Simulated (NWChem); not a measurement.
System: C2HBrClF; SMILES F/C=C(\Cl)Br

Input file for NWChem:

```
start job
memory heap 200 mb stack 900 mb global 1100 mb
geometry units angstroms noautosym nocenter noautoz
  F     -1.210981    -2.428121     0.000000
  C     -1.203928    -1.108663     0.000000
  C     -0.066714    -0.406000     0.000000
  Cl     1.468292    -1.161881     0.000000
  Br    -0.114709     1.468275     0.000000
  H     -2.191957    -0.642951     0.000000
end
basis spherical
  F library 6-31g*
  C library 6-31g*
  Cl library 6-31g*
  Br library 6-31g*
  H library 6-31g*
end
dft
  xc hfexch
  iterations 150
end
property
  shielding
end
task dft property
```

NWChem printed, in part:

```
             Northwest Computational Chemistry Package (NWChem) 7.3.0
             --------------------------------------------------------

                             Geometry "geometry" -> ""
                             -------------------------

 Output coordinates in angstroms (scale by  1.889725989 to convert to a.u.)

  No.       Tag          Charge          X              Y              Z
 ---- ---------------- ---------- -------------- -------------- --------------
    1 F                    9.0000    -1.21098100    -2.42812100     0.00000000
    2 C                    6.0000    -1.20392800    -1.10866300     0.00000000
    3 C                    6.0000    -0.06671400    -0.40600000     0.00000000
    4 Cl                  17.0000     1.46829200    -1.16188100     0.00000000
    5 Br                  35.0000    -0.11470900     1.46827500     0.00000000
    6 H                    1.0000    -2.19195700    -0.64295100     0.00000000

 Effective nuclear repulsion energy (a.u.)     385.4270289957

  xc_inp: hfexch multiplicative factor not found.
                              NWChem Property Module
                              ----------------------

  itol2e modified to match energy
  convergence criterion.

                                 NWChem DFT Module
                                 -----------------

 Summary of "ao basis" -> "ao basis" (spherical)
 ------------------------------------------------------------------------------
       Tag                 Description            Shells   Functions and Types
 ---------------- ------------------------------  ------  ---------------------
 F                           6-31g*                  6       14   3s2p1d
 C                           6-31g*                  6       14   3s2p1d
 Cl                          6-31g*                  8       18   4s3p1d
 Br                          6-31g*                 12       32   5s4p3d
 H                           6-31g*                  2        2   2s

  itol2e modified to match energy
  convergence criterion.

            General Information
            -------------------
          SCF calculation type: DFT
          Wavefunction type:  closed shell.
          No. of atoms     :     6
          No. of electrons :    74
           Alpha electrons :    37
            Beta electrons :    37
          Charge           :     0
          Spin multiplicity:     1
          Use of symmetry is: off; symmetry adaption is: off
          Maximum number of iterations: 150
          AO basis - number of functions:    94
                     number of shells:    40
          Convergence on energy requested:  1.00D-07
          Convergence on density requested:  1.00D-05
          Convergence on gradient requested:  5.00D-04

              XC Information
              --------------
                     Hartree-Fock (Exact) Exchange  1.000

      Superposition of Atomic Density Guess
      -------------------------------------

 Sum of atomic energies:       -3206.72893411

      Non-variational initial energy
      ------------------------------

 Total energy =   -3208.440848
 1-e energy   =   -5225.957179
 2-e energy   =    1632.089302
 HOMO         =      -0.218923
 LUMO         =       0.036618

   convergence    iter        energy       DeltaE   RMS-Dens  Diis-err
 ---------------- ----- ----------------- --------- --------- ---------
 d= 0,ls=0.0,diis     1  -3207.1940159577 -3.59D+03  8.89D-03  5.83D-01
 d= 0,ls=0.0,diis     2  -3207.2507559029 -5.67D-02  4.09D-03  2.50D-01
 d= 0,ls=0.0,diis     3  -3207.2795631561 -2.88D-02  1.20D-03  6.66D-03
 d= 0,ls=0.0,diis     4  -3207.2810948572 -1.53D-03  4.47D-04  9.48D-04
 d= 0,ls=0.0,diis     5  -3207.2812711271 -1.76D-04  1.73D-04  5.43D-05
  Resetting Diis
 d= 0,ls=0.0,diis     6  -3207.2812917166 -2.06D-05  5.42D-05  1.03D-05
 d= 0,ls=0.0,diis     7  -3207.2812939352 -2.22D-06  1.16D-05  7.74D-07
 d= 0,ls=0.0,diis     8  -3207.2812940940 -1.59D-07  4.28D-06  2.13D-07
 d= 0,ls=0.0,diis     9  -3207.2812941299 -3.59D-08  5.59D-06  4.00D-08

[...]

          -----------------------------------------
          Chemical Shielding Tensors (GIAO, in ppm)
          -----------------------------------------

                                NWChem CPHF Module
                                ------------------

  scftype          =     RHF
  nclosed          =       37
  nopen            =        0
  variables        =     2109
  # of vectors     =        3
  tolerance        = 0.10D-03
  level shift      = 0.00D+00
  max iterations   =       50
  max subspace     =       30

 SCF residual:    6.4634269900783816E-005

Iterative solution of linear equations
  No. of variables     2109
  No. of equations        3
  Maximum subspace       30
        Iterations       50
       Convergence  1.0D-04

   iter   nsub   residual    time
   ----  ------  --------  ---------
     1      3    1.12D+00      35.1
     2      6    2.41D-01      39.6
     3      9    5.89D-02      44.1
     4     12    6.13D-03      48.6
     5     15    1.68D-03      53.4
     6     18    3.10D-04      57.9
     7     21    6.40D-05      62.4

      Atom:    1  F
        Diamagnetic
    464.3167      2.5705      0.0000
      2.5705    493.4304     -0.0000
      0.0000     -0.0000    463.2189

        Paramagnetic
   -193.9295      8.5235      0.0000
      8.5235   -169.6378     -0.0000
      0.0000     -0.0000    -35.3815

        Total Shielding Tensor
    270.3872     11.0939      0.0000
     11.0939    323.7925     -0.0000
      0.0000     -0.0000    427.8374

           isotropic =     340.6724
          anisotropy =     130.7475

          Principal Components and Axis System
                 1           2           3
              427.8374    326.0054    268.1743

      1         0.0000      0.1956      0.9807
      2         0.0000      0.9807     -0.1956
      3         1.0000      0.0000      0.0000

      Atom:    2  C
        Diamagnetic
    255.2734      6.8838     -0.0000
      6.8838    265.9960     -0.0000
     -0.0000     -0.0000    229.0217

        Paramagnetic
   -196.3781     62.4452     -0.0000
     62.4452   -276.6546     -0.0000
     -0.0000     -0.0000   -121.3634

        Total Shielding Tensor
     58.8953     69.3290     -0.0000
     69.3290    -10.6585     -0.0000
     -0.0000     -0.0000    107.6584

           isotropic =      51.9650
          anisotropy =      83.5400

          Principal Components and Axis System
                 1           2           3
              107.6584    101.6809    -53.4442

      1         0.0000      0.8510     -0.5252
      2         0.0000      0.5252      0.8510
      3         1.0000      0.0000      0.0000

      Atom:    3  C
        Diamagnetic
    266.6862     -1.9353     -0.0000
     -1.9353    275.6389     -0.0000
     -0.0000     -0.0000    241.5471

        Paramagnetic
   -163.8650     46.7228     -0.0000
     46.7228   -247.6695     -0.0000
     -0.0000     -0.0000   -119.5793

        Total Shielding Tensor
    102.8211     44.7875     -0.0000
     44.7875     27.9694     -0.0000
     -0.0000     -0.0000    121.9678

           isotropic =      84.2528
          anisotropy =      59.2631

          Principal Components and Axis System
                 1           2           3
              123.7615    121.9678      7.0290

      1         0.9059      0.0000     -0.4235
      2         0.4235      0.0000      0.9059
      3        -0.0000      1.0000      0.0000

      Atom:    4  Cl
        Diamagnetic
   1152.7302     -6.8425     -0.0000
     -6.8425   1144.1848      0.0000
     -0.0000      0.0000   1138.5906

        Paramagnetic
   -240.5113   -148.6605     -0.0000
   -148.6605   -380.2846     -0.0000
     -0.0000     -0.0000   -431.7563

        Total Shielding Tensor
    912.2188   -155.5030     -0.0000
   -155.5030    763.9002     -0.0000
     -0.0000     -0.0000    706.8343

           isotropic =     794.3178
          anisotropy =     324.0343

          Principal Components and Axis System
                 1           2           3
             1010.3406    706.8343    665.7784

      1         0.8457     -0.0000      0.5336
      2        -0.5336     -0.0000      0.8457
      3         0.0000      1.0000      0.0000

      Atom:    5  Br
        Diamagnetic
   3112.0857     -1.0440      0.0000
     -1.0440   3132.4814      0.0000
      0.0000      0.0000   3112.1013

        Paramagnetic
  -1036.6975   -129.1537      0.0000
   -129.1537   -105.0521      0.0000
      0.0000      0.0000  -1303.5348

        Total Shielding Tensor
   2075.3882   -130.1977      0.0000
   -130.1977   3027.4292      0.0000
      0.0000      0.0000   1808.5665

           isotropic =    2303.7946
          anisotropy =    1111.6783

          Principal Components and Axis System
                 1           2           3
             3044.9135   2057.9039   1808.5665

      1        -0.1331      0.9911     -0.0000
      2         0.9911      0.1331     -0.0000
      3         0.0000      0.0000      1.0000

      Atom:    6  H
        Diamagnetic
     37.8070     -4.7666     -0.0000
     -4.7666     28.2540     -0.0000
     -0.0000     -0.0000     17.1344

        Paramagnetic
     -9.4475      7.7692     -0.0000
      7.7692     -1.4362     -0.0000
     -0.0000     -0.0000      4.0588

        Total Shielding Tensor
     28.3595      3.0026     -0.0000
      3.0026     26.8178     -0.0000
     -0.0000     -0.0000     21.1932

           isotropic =      25.4568
          anisotropy =       7.8477

          Principal Components and Axis System
                 1           2           3
               30.6886     24.4887     21.1932

      1         0.7901     -0.6129      0.0000
      2         0.6129      0.7901      0.0000
      3         0.0000      0.0000      1.0000
```

Level: Hartree-Fock/6-31G* (spherical d), GIAO. Structure relaxed at the PBE0/def2-SVP level. The printed shielding anisotropy is the first printed principal value minus the mean of the other two.
